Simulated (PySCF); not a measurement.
# Radial density of Se⁺ (selenium, charge +1)

M06-2X, [Ar] 3d10 4s1 4p3 5s1, high-spin 6S determinant (an excited configuration). Calculation: PySCF 2.14, in aug-cc-pVTZ-PP with ECP10MDF (6s5p4d2f, 55 functions); scalar relativity through the core potential. This is the valence pseudo-density: the core potential removes the inner electrons and smooths the orbitals near the nucleus.

```
r (bohr)  4πr²ρ (e/bohr)  4πr²(ρα − ρβ)
0.000597       2.683e-05         0.0000
 0.00100       7.572e-05         0.0000
 0.00169       0.0002127         0.0000
 0.00284       0.0005898         0.0001
 0.00478        0.001581         0.0002
 0.00803        0.003916         0.0004
  0.0135        0.008536         0.0009
  0.0227         0.01659         0.0016
  0.0382         0.02995         0.0025
  0.0643          0.1027         0.0032
   0.108          0.7753         0.0052
   0.182           4.958         0.0375
   0.306           19.89         0.3474
   0.515           32.12         0.4184
   0.866           11.89         0.2861
    1.46           3.429         2.5647
    2.45           1.370         1.3593
    4.12          0.3688         0.3688
    6.93         0.06358         0.0636
    11.7       0.0002010         0.0002
```

Energies and moments cover only the electrons outside the core potential. The outer electron is Rydberg-like, and this basis confines it to a smaller radius and binds it less than a complete one would.
